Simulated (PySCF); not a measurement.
A side-by-side comparison of computed properties.

First species: C4H6O2SSi.
SMILES: `O=CO/C=C1/C[SiH2]S1`

Second species: C3H9ClSSi2.
SMILES: `Cl/C=C\[SiH2]CS[SiH3]`

Levels: CAM-B3LYP/def2-SVPD for dipole moment, HOMO energy, LUMO energy, HOMO–LUMO gap, static isotropic polarisability and electronic spatial extent ⟨r²⟩ about the centre of nuclear charge; TDDFT CAM-B3LYP/def2-SVPD for lowest singlet excitation; TDA CAM-B3LYP/def2-SVPD for lowest triplet excitation (Tamm–Dancoff); GFN2-xTB for rotational constant A and rotational constant C. Geometries: GFN2-xTB. Each structure is a single optimised conformer of the isolated species, non-relativistic unless stated. Electronic properties by PySCF.

Dipoles, sizes and rotational constants follow the conformer. The torsions of the flexible species, by atom-mapped SMILES:
- `[O:1]=[CH:2][O:3]/[CH:4]=[C:5]1/[CH2:6][SiH2:7][S:8]1`: O1–C2–O3–C4 0°, C2–O3–C4–C5 179°
- `[SiH3:1][S:2][CH2:3][SiH2:4]/[CH:5]=[CH:6]\[Cl:7]`: Si1–S2–C3–Si4 83°, S2–C3–Si4–C5 50°, C3–Si4–C5–C6 177°

Values for the first species:

| Property | Result |
| --- | --- |
| Dipole moment | 3.23 D |
| HOMO energy | -7.63 eV |
| LUMO energy | 0.22 eV |
| HOMO–LUMO gap | 7.85 eV |
| Lowest singlet excitation | 4.93 eV |
| Lowest triplet excitation (Tamm–Dancoff) | 3.70 eV |
| Static isotropic polarisability | 103.2 au |
| Electronic spatial extent ⟨r²⟩ about the centre of nuclear charge | 1775 bohr² |
| Rotational constant A | 4.670 GHz |
| Rotational constant C | 0.594 GHz |

**Question.** Estimate the same properties for the second species, and the change in each.

**Answer.** 
```
                                                         property       first      second  second less first
                                                    dipole moment      3.23 D      0.63 D            -2.60 D
                                                      HOMO energy    -7.63 eV    -8.03 eV           -0.40 eV
                                                      LUMO energy     0.22 eV     0.34 eV           +0.12 eV
                                                    HOMO–LUMO gap     7.85 eV     8.37 eV           +0.52 eV
                                        lowest singlet excitation     4.93 eV     5.49 eV           +0.56 eV
                         lowest triplet excitation (Tamm–Dancoff)     3.70 eV     4.02 eV           +0.32 eV
                                  static isotropic polarisability    103.2 au    123.8 au           +20.6 au
electronic spatial extent ⟨r²⟩ about the centre of nuclear charge  1775 bohr²  2441 bohr²         +666 bohr²
                                            rotational constant A   4.670 GHz   2.630 GHz         -2.040 GHz
                                            rotational constant C   0.594 GHz   0.452 GHz         -0.142 GHz
```

On the first: The dipole equals about 10.8 × 10⁻³⁰ C·m (1 D = 3.33564 × 10⁻³⁰ C·m). In wavenumbers S1 is 39800 cm⁻¹ (1 eV = 8065.54 cm⁻¹).

On the second: In atomic units the dipole is 0.25 e·bohr (1 au = 2.5417 D).
